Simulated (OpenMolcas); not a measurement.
# P³⁺: CASPT2 settings compared

| Item | Value |
| --- | --- |
| Program | OpenMolcas 26.06 |
| Basis | ANO-R1 [4s3p1d] |
| Scalar Hamiltonian | X2C, finite nucleus |
| Active space | 2 electrons in 8 orbitals (3s 3p 4s 4p) |
| State averaging | 2S+1 = 3 even, 3 roots (0 in the spin-orbit step); 2S+1 = 1 even, 1 root; 2S+1 = 3 odd, 3 roots; 2S+1 = 1 odd, 3 roots |
| Spin-orbit coupling | RASSI with atomic mean-field integrals over the reference wave functions, term energies averaged over their components |

Methods on the same reference wave functions:
A. CASSCF
B. SS-CASPT2, IPEA 0.75 Eh, sigma2 regulariser 0.1 Eh (closed shells correlated: 2s 2p)
C. SS-CASPT2, IPEA 0.2 Eh, real shift 0.1 Eh (closed shells correlated: 2s 2p)
D. XMS-CASPT2, IPEA 0.2 Eh, sigma2 regulariser 0.25 Eh (closed shells correlated: 2s 2p)

Energies in eV above 3s2 1S0, the measured ground level; measured values from Martin, Zalubas and Musgrove, J. Phys. Chem. Ref. Data 14, 751 (1985).

```json
{"Level": "3s2 1S0", "A": "0.0000", "B": "0.0000", "C": "0.0000", "D": "0.0000", "Measured": "0.0000"}
{"Level": "3s 3p 3P* 0", "A": "8.2064", "B": "8.121", "C": "8.112", "D": "8.094", "Measured": "8.4208"}
{"Level": "3s 3p 3P* 1", "A": "8.2358", "B": "8.150", "C": "8.142", "D": "8.124", "Measured": "8.4491"}
{"Level": "3s 3p 3P* 2", "A": "8.2953", "B": "8.210", "C": "8.201", "D": "8.183", "Measured": "8.5072"}
{"Level": "3s 3p 1P* 1", "A": "14.2172", "B": "13.308", "C": "13.248", "D": "13.134", "Measured": ""}
```

Deviations, from unrounded energies. A percentage is the sum of absolute deviations over the sum of measured energies, with the sign that they share, or ± where signs differ.

```
           Against measurement  Levels     A     B     C     D
mean absolute deviation (cm-1)       3  1700  2400  2500  2600
      other configurations (%)       3  -2.5  -3.5  -3.6  -3.8
```

A lies closest to measurement on these levels and D furthest from it. The largest miss of A in the table is 3s 3p 3P* 0, by -1700 cm-1. The ranking rests on the paired levels alone, and a cruder setting can come out closer through cancelling errors.

Among B to D the level of the table that moves most is 3s 3p 1P* 1, by 1400 cm-1 (lowest in D, highest in B).

The lowest spin-free term lies below A's lowest term by 0.012 hartree in B, 0.012 hartree in C, 0.012 hartree in D.

Active for correlation alone: 4p 4s; no level in the range computed is led by a configuration that fills them, so any true level of that kind is missing. The basis is small and was not contracted for so high a charge. Measured partners are found by configuration, term and J. A level has none where our copy of the source lacks it or the pairing is in doubt (some pairs that miss far off the trend of their configuration count as doubtful), and it then counts in no deviation. Only configurations of the active space appear.

* marks odd parity.
